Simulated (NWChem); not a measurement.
System: HfCl3, doublet; SMILES [Cl][Hf]([Cl])[Cl]

```xyz
4

Hf     0.0000     0.0000    -0.0313
Cl     0.6070     2.2553    -0.0312
Cl     1.6496    -1.6533    -0.0312
Cl    -2.2566    -0.6020    -0.0312
```
Atoms are numbered in this order, from 1.

Level: PBE0/def2-SVP with def2 effective core potentials on Hf, spin-unrestricted (NWChem), optimised geometry, unscaled harmonic frequencies. In the optimisation the excess spin sits in a (C3, its own frame). This spin state was assumed; another may lie lower. def2 effective core potentials on Hf; no spin-orbit coupling.

Q: List the harmonic frequencies with IR intensities, and the thermochemistry.

A: 
```json
[
 {"frequency (cm⁻¹)": "65", "IR intensity (km/mol)": "5.3"},
 {"frequency (cm⁻¹)": "88", "IR intensity (km/mol)": "1.7"},
 {"frequency (cm⁻¹)": "88", "IR intensity (km/mol)": "1.7"},
 {"frequency (cm⁻¹)": "371", "IR intensity (km/mol)": "0.0"},
 {"frequency (cm⁻¹)": "395", "IR intensity (km/mol)": "81.3"},
 {"frequency (cm⁻¹)": "395", "IR intensity (km/mol)": "81.3"}
]
```

- zero-point energy: 2.0 kcal/mol
- thermal correction to the enthalpy at 298.15 K (with zero-point energy): 6.4 kcal/mol
- heat capacity Cv: 16.3 cal/(mol K)

Rigid rotor and harmonic oscillator; modes under 100 cm⁻¹ make the entropy uncertain.
